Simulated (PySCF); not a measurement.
**Relaxation of quartet IrO₂**

All numbers come from UPBE0/[Ir def2-TZVP with ECP60, O def2-TZVP], scalar-relativistic core potentials, density fitting, no spin–orbit coupling, PySCF. A (50,194) grid was used.

A hand-made linear start, of D∞h symmetry, held to at least that symmetry:

```xyz
3
charge 0 multiplicity 4, angstrom
Ir    0.0000    0.0000    0.0000
O     0.0000    0.0000    1.7200
O     0.0000    0.0000   -1.7200
```

Optimiser trace:
| step | E − E(last) (kJ/mol) | largest gradient (Eh/bohr) |
| --- | --- | --- |
| 0 | 6.12 | 0.03807 |
| 1 | 2.82 | 0.02306 |
| 2 | 0.03 | 0.00250 |
| 3 | 0.00 | 0.00019 |
| 4 | 0.00 | 0.00000 |

It ends at D∞h with Ir–O 1.754 Å (×2); O–Ir–O 180.0°. A frequency run shows 2 imaginary modes, down to 280i cm⁻¹, so it is a higher-order saddle point. Other isomers or separated fragments may lie lower.

Other spin states or occupations of the open shell can lie lower. At this level a doublet minimum of C2v symmetry lies 197 kJ/mol below this structure. Spin–orbit coupling, left out here, can matter for elements this heavy.

The relaxation took of the order of 25 core-seconds on a shared host.
